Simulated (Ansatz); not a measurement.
## Molecular dynamics of C3H11Al

Input file:

```yaml
crystal:
  periodic: [false, false, false]
  atoms:
    - { symbol: Al, position_ang: [-1.279084, 0.696995, 0.106726] }
    - { symbol: C, position_ang: [-0.21835, -1.118731, -0.203611] }
    - { symbol: C, position_ang: [0.779489, -1.075127, -1.343293] }
    - { symbol: H, position_ang: [-2.51549, 0.48757, 1.093428] }
    - { symbol: H, position_ang: [-1.258649, 1.473108, -1.288391] }
    - { symbol: H, position_ang: [0.152388, 0.046957, 0.615228] }
    - { symbol: C, position_ang: [0.382596, 1.309746, 1.292815] }
    - { symbol: H, position_ang: [-1.167969, -1.621137, -0.511112] }
    - { symbol: H, position_ang: [0.138428, -1.756118, 0.639509] }
    - { symbol: H, position_ang: [1.120119, -2.08369, -1.664294] }
    - { symbol: H, position_ang: [0.354312, -0.565992, -2.23509] }
    - { symbol: H, position_ang: [1.692294, -0.500434, -1.064819] }
    - { symbol: H, position_ang: [1.41655, 1.405845, 0.897172] }
    - { symbol: H, position_ang: [-0.016454, 2.350296, 1.323741] }
    - { symbol: H, position_ang: [0.41972, 0.950715, 2.342194] }
basis:
  gaussian: { orbitals: def2-SVP }
hamiltonian:
  xc: lda
md:
  timestep: 0.5
  n_steps: 200
  ensemble: nve
  temperature: 100.0
  initial_velocities: maxwell_boltzmann
  seed: 4539
```

Run as:

```bash
$ ansatz run input.yaml --threads 2 --pin off --max-ram 3072MiB --backend cpu --events-out ev --progress --plain --runs-dir out
```

It starts at the highest image of a converged band. Of that band: The profile has 3 maxima (images 1, 3, 7) with wells between them (images 2, 5): this band takes more than one step, which may be the mechanism or a detour left from its start path. A structure lower than the first end lies on the path between it and the top, so the climb from that side starts below the end, which may itself be a saddle point or a shallow side well. A vibrational analysis at the climbing image gives one clearly imaginary mode, 1194i cm⁻¹: a first-order saddle point.

Output, in part (one step line in 7, the closing report, with atoms numbered from 0):

```
md step     0: t =     0.00 fs  T =   100.0 K  F+E_penalty+E_count = -9820.11216964 eV  E_kin = 0.168038 eV  conserved = -9819.94413164 eV  (27 SCF iters)
md step     7: t =     3.50 fs  T =    62.1 K  F+E_penalty+E_count = -9820.04785337 eV  E_kin = 0.104376 eV  conserved = -9819.94347732 eV  (30 SCF iters)
md step    14: t =     7.00 fs  T =    66.2 K  F+E_penalty+E_count = -9820.05484498 eV  E_kin = 0.111306 eV  conserved = -9819.94353947 eV  (29 SCF iters)
md step    21: t =    10.50 fs  T =   150.7 K  F+E_penalty+E_count = -9820.19704194 eV  E_kin = 0.253155 eV  conserved = -9819.94388690 eV  (29 SCF iters)
md step    28: t =    14.00 fs  T =   217.1 K  F+E_penalty+E_count = -9820.30868618 eV  E_kin = 0.364861 eV  conserved = -9819.94382561 eV  (29 SCF iters)
md step    35: t =    17.50 fs  T =   370.9 K  F+E_penalty+E_count = -9820.56828781 eV  E_kin = 0.623261 eV  conserved = -9819.94502679 eV  (29 SCF iters)
md step    42: t =    21.00 fs  T =   414.0 K  F+E_penalty+E_count = -9820.63926179 eV  E_kin = 0.695697 eV  conserved = -9819.94356454 eV  (29 SCF iters)
md step    49: t =    24.50 fs  T =   541.5 K  F+E_penalty+E_count = -9820.85486783 eV  E_kin = 0.909989 eV  conserved = -9819.94487931 eV  (29 SCF iters)
md step    56: t =    28.00 fs  T =   563.6 K  F+E_penalty+E_count = -9820.89137308 eV  E_kin = 0.947141 eV  conserved = -9819.94423197 eV  (29 SCF iters)
md step    63: t =    31.50 fs  T =   516.4 K  F+E_penalty+E_count = -9820.81141681 eV  E_kin = 0.867813 eV  conserved = -9819.94360379 eV  (29 SCF iters)
md step    70: t =    35.00 fs  T =   523.0 K  F+E_penalty+E_count = -9820.82338498 eV  E_kin = 0.878879 eV  conserved = -9819.94450584 eV  (28 SCF iters)
md step    77: t =    38.50 fs  T =   498.7 K  F+E_penalty+E_count = -9820.78165644 eV  E_kin = 0.838055 eV  conserved = -9819.94360095 eV  (29 SCF iters)
md step    84: t =    42.00 fs  T =   491.4 K  F+E_penalty+E_count = -9820.76931844 eV  E_kin = 0.825716 eV  conserved = -9819.94360290 eV  (29 SCF iters)
md step    91: t =    45.50 fs  T =   526.8 K  F+E_penalty+E_count = -9820.82964317 eV  E_kin = 0.885266 eV  conserved = -9819.94437746 eV  (29 SCF iters)
md step    98: t =    49.00 fs  T =   517.9 K  F+E_penalty+E_count = -9820.81390960 eV  E_kin = 0.870312 eV  conserved = -9819.94359716 eV  (29 SCF iters)
md step   105: t =    52.50 fs  T =   492.8 K  F+E_penalty+E_count = -9820.77175712 eV  E_kin = 0.828069 eV  conserved = -9819.94368770 eV  (28 SCF iters)
md step   112: t =    56.00 fs  T =   485.4 K  F+E_penalty+E_count = -9820.76004810 eV  E_kin = 0.815633 eV  conserved = -9819.94441478 eV  (29 SCF iters)
md step   119: t =    59.50 fs  T =   450.6 K  F+E_penalty+E_count = -9820.70052321 eV  E_kin = 0.757165 eV  conserved = -9819.94335813 eV  (29 SCF iters)
md step   126: t =    63.00 fs  T =   454.4 K  F+E_penalty+E_count = -9820.70746499 eV  E_kin = 0.763572 eV  conserved = -9819.94389305 eV  (29 SCF iters)
md step   133: t =    66.50 fs  T =   459.7 K  F+E_penalty+E_count = -9820.71711246 eV  E_kin = 0.772530 eV  conserved = -9819.94458221 eV  (28 SCF iters)
md step   140: t =    70.00 fs  T =   432.9 K  F+E_penalty+E_count = -9820.67062963 eV  E_kin = 0.727384 eV  conserved = -9819.94324521 eV  (29 SCF iters)
md step   147: t =    73.50 fs  T =   457.9 K  F+E_penalty+E_count = -9820.71378527 eV  E_kin = 0.769364 eV  conserved = -9819.94442142 eV  (28 SCF iters)
md step   154: t =    77.00 fs  T =   434.7 K  F+E_penalty+E_count = -9820.67520555 eV  E_kin = 0.730471 eV  conserved = -9819.94473455 eV  (28 SCF iters)
md step   161: t =    80.50 fs  T =   353.8 K  F+E_penalty+E_count = -9820.53744635 eV  E_kin = 0.594474 eV  conserved = -9819.94297267 eV  (28 SCF iters)
md step   168: t =    84.00 fs  T =   407.3 K  F+E_penalty+E_count = -9820.62922572 eV  E_kin = 0.684344 eV  conserved = -9819.94488131 eV  (28 SCF iters)
md step   175: t =    87.50 fs  T =   419.4 K  F+E_penalty+E_count = -9820.64920627 eV  E_kin = 0.704765 eV  conserved = -9819.94444120 eV  (28 SCF iters)
md step   182: t =    91.00 fs  T =   415.5 K  F+E_penalty+E_count = -9820.64130555 eV  E_kin = 0.698122 eV  conserved = -9819.94318386 eV  (27 SCF iters)
md step   189: t =    94.50 fs  T =   463.9 K  F+E_penalty+E_count = -9820.72483844 eV  E_kin = 0.779545 eV  conserved = -9819.94529357 eV  (28 SCF iters)
md step   196: t =    98.00 fs  T =   387.5 K  F+E_penalty+E_count = -9820.59501539 eV  E_kin = 0.651168 eV  conserved = -9819.94384698 eV  (29 SCF iters)
md step   200: t =   100.00 fs  T =   415.5 K  F+E_penalty+E_count = -9820.64337814 eV  E_kin = 0.698258 eV  conserved = -9819.94512056 eV  (27 SCF iters)
Total energy: -9820.64342128 eV, -360.9019890607 hartree
Atom 0 at    -1.646454     0.323673    -0.252802 Å, force     0.597674    -0.568790    -0.114336 eV/Å
Atom 1 at    -0.648537    -1.332651    -0.641989 Å, force     0.124031     0.371292     0.278182 eV/Å
Atom 2 at     0.665317    -1.121665    -1.386430 Å, force    -0.346124     0.107148    -0.314292 eV/Å
Atom 3 at    -2.864240     0.236300     0.791667 Å, force    -0.061854     0.244891    -0.098500 eV/Å
Atom 4 at    -0.869463     1.578051    -0.893819 Å, force    -0.298710     0.278950     0.119292 eV/Å
Atom 5 at     2.121275     1.572922     2.993441 Å, force     0.219990    -0.424367    -0.163609 eV/Å
Atom 6 at     1.479461     2.141696     2.301970 Å, force     0.142622     0.696305    -0.047319 eV/Å
Atom 7 at    -1.241189    -2.105495    -1.185112 Å, force    -0.094654    -0.024572     0.266760 eV/Å
Atom 8 at    -0.473813    -1.728314     0.401911 Å, force    -0.064388    -0.086718    -0.340276 eV/Å
Atom 9 at     1.279622    -2.034611    -1.364096 Å, force     0.380462    -0.246993     0.066679 eV/Å
Atom 10 at     0.448748    -0.946946    -2.463434 Å, force     0.046622     0.090412    -0.034289 eV/Å
Atom 11 at     1.306937    -0.260682    -1.074314 Å, force    -0.239651    -0.134837     0.212653 eV/Å
Atom 12 at     1.892128     3.193355     2.335693 Å, force    -0.619848    -0.455781     0.013764 eV/Å
Atom 13 at     1.546036     1.804758     1.235554 Å, force    -0.042388    -0.152562     0.474287 eV/Å
Atom 14 at     0.439266     2.060922     2.706509 Å, force     0.256217     0.305622    -0.318997 eV/Å
Dipole moment:    -0.008840    -0.069612    -0.023574 e Å
```

The run went to its last step. The conserved energy stayed within 0.089 meV per atom of its start (net change -0.066 meV per atom), so the integration is sound. The kinetic energy rose, since the run started high on the potential surface and went downhill. It ends in pieces (C2H7Al + CH4), so much of that is their flight and rotation, not heat. A run of 0.1 ps of so small a system gives no equilibrium averages. The orbitals stay closed-shell, which can raise the energy where a bond breaks towards radicals; this wasn't checked here.

Between its relaxed ends the band would form Al1–C7, C2–H6 and break Al1–C2, H6–C7. These pairs go: Al1–C7 2.13 → 4.43 Å, C2–H6 1.47 → 5.42 Å, Al1–C2 2.13 → 1.97 Å, H6–C7 1.45 → 1.10 Å. In the last frame they stand as before the step (other bonds may differ from the relaxed reactants and products). Also parted: Al1–H6 1.65 → 5.13 Å. It ends as C2H7Al + CH4. Pairs count as bonded within 1.25 times the sum of covalent radii (0.12 Å more for H–H).

Last frame:

```xyz
15
Properties=species:S:1:pos:R:3
Al -1.647 0.324 -0.253
C -0.648 -1.333 -0.642
C 0.665 -1.122 -1.386
H -2.864 0.236 0.792
H -0.870 1.578 -0.894
H 2.121 1.573 2.993
C 1.480 2.142 2.302
H -1.241 -2.106 -1.185
H -0.474 -1.728 0.402
H 1.280 -2.035 -1.364
H 0.449 -0.947 -2.463
H 1.307 -0.261 -1.074
H 1.892 3.193 2.336
H 1.546 1.805 1.236
H 0.439 2.061 2.707
```

Time of the run: 5.1 min on 2 threads of Intel(R) Xeon(R) Platinum 8175M CPU @ 2.50GHz (Skylake/Cascade Lake), with other jobs on the host, peak memory 0.16 GiB.
